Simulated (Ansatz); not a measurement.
Basis sets compared for (CuF)2 ring (Cu2F2). The state is a singlet with charge 0. Geometry PBE0-D4/def2-SVP. Ansatz on 4 threads of Arm Neoverse V2 on a shared host; times are rough, and most runs start from earlier orbitals.

```xyz
4

Cu   -0.4031    1.0757    0.2916
F     1.3739    0.3362    0.6591
Cu    0.4031   -1.0757   -0.2916
F    -1.3739   -0.3362   -0.6591
```

The 6-31G sets use Cartesian d functions.

Binding counts from free atoms (Cu doublet, F doublet) in the same basis, without a counterpoise term.

```csv
level,functions,energy (Eh),HOMO (eV),LUMO (eV),binding per atom (eV),wall time
HF/6-31G,76,-3476.1856,-9.94,0.92,2.24,0.4 s
HF/def2-TZVP,152,-3476.9014,-11.67,0.76,1.58,1.6 s
PBE-D4/def2-SVP,90,-3479.4540,-3.96,-2.83,2.89,0.9 s
PBE-D4/def2-TZVP,152,-3480.2059,-4.86,-3.41,2.58,1.2 s
r2SCAN-D4/def2-TZVP,152,-3480.7701,-4.89,-3.05,2.58,2.9 s
PBE0-D4/def2-SVP,90,-3479.4671,-5.82,-1.73,2.66,1.1 s
PBE0-D4/def2-TZVP (with forces),152,-3480.1976,-6.63,-2.25,2.43,2.8 s
```

Q: Estimate the rows for PBE-D4/def2-TZVPD, r2SCAN-D4/def2-TZVPD, PBE0-D4/def2-TZVPD.

A: 
```json
{"level": "PBE-D4/def2-TZVPD", "functions": "176", "energy (Eh)": "-3480.2117", "HOMO (eV)": "-4.91", "LUMO (eV)": "-3.47", "binding per atom (eV)": "2.60", "wall time": "1.6 s"}
{"level": "r2SCAN-D4/def2-TZVPD", "functions": "176", "energy (Eh)": "-3480.7752", "HOMO (eV)": "-4.92", "LUMO (eV)": "-3.10", "binding per atom (eV)": "2.60", "wall time": "3.6 s"}
{"level": "PBE0-D4/def2-TZVPD", "functions": "176", "energy (Eh)": "-3480.2027", "HOMO (eV)": "-6.66", "LUMO (eV)": "-2.32", "binding per atom (eV)": "2.45", "wall time": "2.8 s"}
```
